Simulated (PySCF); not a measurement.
Vertical excitations of a molecule C₂H₁₀N₂Sn from TDA-LC-ωPBE/def2-SVPD in PySCF, as energy in eV (oscillator strength): 5.74 (0.042), 6.30 (0.023), 6.38 (0.053), 6.60 (0.069), 7.21 (0.002), 7.46 (0.036), 7.68 (0.041), 7.73 (0.012), 7.79 (0.050), 8.00 (0.009). Lowest triplet (TDA): 5.08 eV. Geometry: r2SCAN-D4/def2-SVP. The def2 effective core potentials stand for the cores of Sn; spin–orbit coupling is left out. One conformer was computed; it need not be the lowest.

### Question
Identify the compound among the candidates.
(A) C[CH2][SnH]([NH2])[NH2]
(B) C[N](C)[SnH2][NH2]
(C) C[NH][SnH2][NH]C

### Answer
B, C[N](C)[SnH2][NH2]
